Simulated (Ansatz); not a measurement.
Stepwise reaction of `O[SiH](F)N[SiH2]F` with water, as a gas-phase model of exchange steps in deposition or etching. ΔE in kJ/mol.

Computed with Ansatz on PBE0-D4/def2-TZVP structures; ΔE is electronic, products minus reactants. CBS: MP2 limit from def2 TZ/QZ plus the TZ coupled-cluster correction, frozen cores. This one scheme is used for every species. DFT in def2-TZVPP. B3LYP here is the variant with VWN-RPA as its local correlation; programs differ in this. Each species was taken in one conformer, which may not be the lowest.

```json
{"step": "2", "reaction": "`O[SiH](O)N[SiH2]F` + H₂O → `O[SiH2]N[SiH](O)O` + H–F", "PBE-D4": "38.0", "B3LYP-D4": "41.5", "ωB97M-V": "41.0", "CCSD(T)/CBS": "41.0"}
```

Q: Give the row of step 1, `O[SiH](F)N[SiH2]F` + H₂O → `O[SiH](O)N[SiH2]F` + H–F. (An estimate is asked.)

A: The calculation gave: 
```csv
step,reaction,PBE-D4,B3LYP-D4,ωB97M-V,CCSD(T)/CBS
1,`O[SiH](F)N[SiH2]F` + H₂O → `O[SiH](O)N[SiH2]F` + H–F,39.5,41.9,41.5,42.7
```

Q: By hand: ΔE of the 2 steps together at CCSD(T)/CBS.

A: (42.7) + (41.0) = 83.7 kJ/mol, or 41.9 kJ/mol a step.

In ΔE the steps differ by no more than 1.7 kJ/mol. All are uphill at CCSD(T)/CBS. PBE-D4 differs from CCSD(T)/CBS by -3.2 to -3.0 kJ/mol a step. Isolated molecules leave out the surface, adducts and barriers. Largest T1 diagnostic: 0.012.
